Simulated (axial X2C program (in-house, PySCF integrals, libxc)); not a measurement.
## Levels of TiF by electron attachment to TiF⁺ (EOM-EA-CCSD)

Computed with an in-house all-electron X2C program for linear molecules (integrals from PySCF): two-component X2C with atomic mean-field Coulomb and Gaunt terms, Gaussian nuclei, basis Ti dyall-acv3z, F dyall-av3z with contracted cores.

R = 1.705 Å (0.960 times 1.776 Å, the PBE0 minimum at charge 0 for the lowest determinant).

Levels of TiF obtained by attaching an electron to TiF⁺:

| Ω | binding energy (eV) | above lowest (cm⁻¹) | attached spinor | one-particle weight |
| --- | --- | --- | --- | --- |
| 1/2 | 6.522 | 0 | 70% Ti sσ, 15% Ti pσ, 7% F pσ | 0.97 |
| 3/2 | 4.618 | 15360 | 53% Ti dπ, 42% Ti pπ | 0.92 |
| 1/2 | 4.397 | 17139 | 57% Ti dσ, 35% Ti pσ | 0.88 |
| 1/2 | 4.284 | 18053 | 49% Ti pπ, 45% Ti dπ | 0.93 |

This point took 72 s on 1 thread of Intel(R) Xeon(R) Processor @ 2.30GHz, with other jobs on the host.

Reference electrons by ω block (each with its −ω partner): 1/2: 11, 3/2: 3, 5/2: 1. 18 electrons of TiF⁺ correlated (inner shells frozen), 92 natural virtual spinors (a truncated set); levels can be off by some tenths of an eV. Roots sought by Ω: (1/2: 5, 3/2: 4, 5/2: 2, 7/2: 1); rows need 60 % one-particle weight and stop where some Ω has no more roots. Missing are any skipped roots, higher Ω and states of a further excitation; these come out far too high here and may in truth be low or lowest. T1 of the reference 0.019 (Lee–Taylor). The reference was not checked to be the lowest state of its species. Number of frozen shells: Ti 2 s, 1 p; F 1 s.
